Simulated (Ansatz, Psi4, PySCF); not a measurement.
Interaction energy of H3N ··· F- (SMILES N and [F-]) (charge -1), singlet. Monomers: optimised at B3LYP-D3(BJ) (def2-TZVP), held rigid. Orientation: lowest of the rigid-body minima from ten starts at GFN2-xTB. Only R, the distance of the centres of mass, is varied, so the lowest point isn't the relaxed dimer. The table gives interaction energies.

```tsv
R / Å	A	B	C
2.12	-62.63	19.85	28.59
2.17	-83.54	-2.17	5.75
2.36	-127.06	-48.98	-43.92
2.65	-139.27	-64.66	-62.23
2.81	-134.41	-62.40	-60.66
2.96	-126.78	-57.86	-56.54
3.40	-97.64	-42.28	-41.53
3.64	-79.46	-35.06	-34.44
4.08	-47.35	-25.14	-24.66
4.94	-16.34	-14.29	-14.02
5.80	-9.75	-9.06	-8.95
7.12	-5.79	-5.28	-5.25
```

Energies in kJ/mol.

Q: Assign the columns to these levels of theory: CCSD(T) on RHF/aug-cc-pVTZ, frozen core, counterpoise-corrected (Ansatz, a quantum-chemistry and plane-wave program); PBE0-D3(BJ)/def2-TZVPD, counterpoise-corrected (Psi4); PySCF with restricted B3LYP/6-31G*, spherical d, no counterpoise correction.

A: A is RKS-B3LYP/6-31G*; B is PBE0-D3(BJ)/def2-TZVPD; C is CCSD(T)/aug-cc-pVTZ.
